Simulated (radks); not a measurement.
Values are calculated unless marked as measured or tabulated.
Q: Spherical quantum dot in the effective-mass picture: electrons in a parabolic well V = omega^2 r^2 / 2 with omega = 0.0657, all in effective atomic units (hartree* = m*/eps^2 hartree, bohr* = eps/m* bohr), one dielectric constant everywhere. Level of theory: non-relativistic Kohn-Sham, LDA (Slater exchange, Perdew-Wang correlation), spin-polarised, spherical densities (a radial shooting solver with Libxc functionals). Levels are named by radial order and angular momentum (1s, 1p, 1d, 2s, ...), and open shells are averaged over m. Results are scaled to m* = 0.135 and eps = 14.5, for which hartree* = 17.47 meV and bohr* = 5.684 nm. At N = 18 the configuration is 1s2 1p6 1d10. Does electron 19 go into 2s up or 1f up?

A: Into 2s up. The total energies of the other choices lie higher by 0.223 meV (1f up).
